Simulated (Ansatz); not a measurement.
The cluster W3O5. Total charge 0; singlet. Geometry r2SCAN-D4/def2-SVP.

```
atom    x (Å)    y (Å)    z (Å)
  W1  -1.0986   0.9732   0.5173
  W2   0.6506  -1.2639  -0.1466
  W3   0.5709   1.1956  -1.0852
  O4  -0.8570  -0.8508   1.0301
  O5   0.8113   2.0219   0.4951
  O6   2.1258  -1.6438   0.6697
  O7  -2.6398   1.6720   0.1695
  O8   0.4368  -2.1042  -1.6499
```

In the def2 sets W takes a core potential; there is no spin–orbit coupling. The restricted singlet is unstable towards broken spin symmetry in Hartree–Fock (as tested in another run); at LDA (SPW92)/def2-TZVP, PBE-D4/def2-TZVP, r2SCAN-D4/def2-TZVP, B97M-V/def2-TZVP and others this wasn't settled. Another isomer (triplet) lies 0.68 eV lower at PBE0-D4/def2-TZVP; other spin states weren't run for this one.

(1) Estimate the orbital energies around the gap (eV) in Ansatz with LDA (SPW92)/def2-TZVP, PBE-D4/def2-TZVP, r2SCAN-D4/def2-TZVP, B97M-V/def2-TZVP, PBE0-D4/def2-TZVP.

## Answers

(1) 
```tsv
orbital	LDA (SPW92)/def2-TZVP	PBE-D4/def2-TZVP	r2SCAN-D4/def2-TZVP	B97M-V/def2-TZVP	PBE0-D4/def2-TZVP
HOMO−9	-9.33	-9.03	-9.36	-9.36	-10.57
HOMO−8	-8.98	-8.68	-8.98	-8.94	-10.16
HOMO−7	-8.80	-8.51	-8.85	-8.89	-10.06
HOMO−6	-8.70	-8.39	-8.69	-8.70	-9.85
HOMO−5	-8.43	-8.13	-8.41	-8.37	-9.45
HOMO−4	-8.17	-7.88	-8.21	-8.24	-9.32
HOMO−3	-7.58	-7.30	-7.59	-7.64	-8.83
HOMO−2	-7.51	-7.24	-7.53	-7.52	-8.48
HOMO−1	-6.80	-6.52	-6.72	-6.65	-7.54
HOMO	-6.15	-5.87	-6.06	-5.97	-6.87
LUMO	-5.31	-4.96	-4.82	-4.79	-4.11
LUMO+1	-4.09	-3.79	-3.68	-3.76	-3.14
LUMO+2	-3.99	-3.69	-3.62	-3.60	-3.02
LUMO+3	-3.75	-3.45	-3.33	-3.33	-2.75
LUMO+4	-3.52	-3.22	-3.11	-3.06	-2.48
LUMO+5	-3.29	-2.95	-2.78	-2.87	-2.24
```
